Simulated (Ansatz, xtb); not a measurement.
# ClH4InSi: which of two isomers lies lower

We compare a, `Cl[SiH2][InH2]`, a singlet, with b, `[SiH3][InH][Cl]`, a singlet. Both are isolated molecules in the gas phase, relaxed with PBE-D3(BJ)/def2-SVP; the shapes shown needn't be the lowest conformers.

a (Å):

```csv
atom,x (Å),y (Å),z (Å)
Cl,1.0902,-0.8228,-0.4769
In,-1.5000,0.0531,1.7742
Si,-0.9419,-0.2723,-0.7366
H,-0.9680,0.9378,-1.6329
H,-1.6209,-1.3958,-1.4748
H,-1.1900,1.5974,2.5285
H,-1.9704,-1.3309,2.7298
```

b (Å):

```yaml
atoms:
  - { symbol: Cl, position_ang: [-3.5925, -0.4734, -1.2322] }
  - { symbol: In, position_ang: [-2.2225, -0.7847, 0.7070] }
  - { symbol: Si, position_ang: [0.1092, 0.2885, 0.3942] }
  - { symbol: H, position_ang: [0.7837, -0.3396, -0.7951] }
  - { symbol: H, position_ang: [-0.0592, 1.7614, 0.1374] }
  - { symbol: H, position_ang: [0.9800, 0.0994, 1.6072] }
  - { symbol: H, position_ang: [-3.0810, -1.6728, 1.9312] }
```

**Question.** Estimate E(b) − E(a) at the level CCSD(T)/def2-TZVP.

**Answer.** Calculated at CCSD(T)/def2-TZVP: E(b) − E(a) = −13.5 kcal/mol, so structure b lies lower.

Level by level:

```
              level             geometry  E(b) − E(a) (kcal/mol)  departure from the last row (kcal/mol)  job, with rough time for the two
PBE-D3(BJ)/def2-SVP  PBE-D3(BJ)/def2-SVP                     −13.7                                    −0.2             optimisation, 2.5 min
       HF/def2-TZVP  PBE-D3(BJ)/def2-SVP                     −14.7                                    −1.2           part of the CCSD(T) run
      MP2/def2-TZVP  PBE-D3(BJ)/def2-SVP                     −13.4                                    +0.1           part of the CCSD(T) run
  CCSD(T)/def2-TZVP  PBE-D3(BJ)/def2-SVP                     −13.5                                                     single point, 2.3 min
```

As drawn, b has 1 Cl–In, 1 Si–H in place of 1 Cl–Si, 1 In–H.

None of the levels shown reverses the order. The largest departure from CCSD(T)/def2-TZVP is that of HF/def2-TZVP, 1.2 kcal/mol. Levels run at GFN2-xTB geometries aren't shown.

With harmonic frequencies from PBE-D3(BJ)/def2-SVP (ideal gas, rigid rotor, one conformer each, 298.15 K, 1 atm): on the last row, ΔE + ΔZPE = −12.7 kcal/mol. A mode under 50 cm⁻¹ makes harmonic enthalpies and free energies unreliable, so none is given.

The correlated steps freeze 14 core orbitals; the filled d shell of In is correlated, in a basis made for valence electrons. Atoms past krypton carry core potentials in the def2 sets and no spin–orbit term is included. Run with Ansatz 0.2.0; the last row on 1 thread of Intel(R) Xeon(R) Processor @ 2.50GHz (Skylake/Cascade Lake) on a shared host.
